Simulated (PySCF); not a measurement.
## La⁴⁹⁺: ionisation energy

La⁴⁹⁺ [He] 2s2 2p4 [2p1/2^2 2p3/2^2, M_J = 2] → La⁵⁰⁺ [He] 2s2 2p3 [2p1/2^2 2p3/2^1, M_J = 3/2], as a difference of total energies. Computed with PySCF 2.14 in an even-tempered Gaussian basis (17 s from 28 bohr⁻², ratio 2.4; 13 p from 37 bohr⁻², ratio 2.4; 5 d from 130 bohr⁻², ratio 2.6; 4 f from 190 bohr⁻², ratio 2.6), with the two-component X2C-1e Hamiltonian. Correlated levels: nothing frozen; the 32 highest virtual spinors dropped. "Screened" scales the spin-orbit matrix elements by Boettger's factors to mimic the two-electron term; Breit and QED terms are absent.

| method | ionisation energy (eV) |
| --- | --- |
| GHF (spin-free) | 9290.3 |
| GMP2 (spin-free) | 9292.0 |
| GHF (screened spin-orbit) | 9191.2 |
| GMP2 (screened spin-orbit) | 9191.1 |

For this ion Breit and QED terms and the two-electron picture change, all absent here, outweigh the correlation shift from GHF to GMP2.

The spin-free rows relax to the high-spin LS determinant and lack the spin-orbit shift.

The labels give the starting determinants; with spin-orbit coupling the two ends relaxed to ⟨J²⟩ = 6.00, ⟨L²⟩ = 3.22, ⟨S²⟩ = 1.40 and ⟨J²⟩ = 3.75, ⟨L²⟩ = 2.49, ⟨S²⟩ = 1.51.

For comparison: 9184 ± 4 eV (theoretical estimate listed by NIST; NIST Atomic Spectra Database, ionization energies).
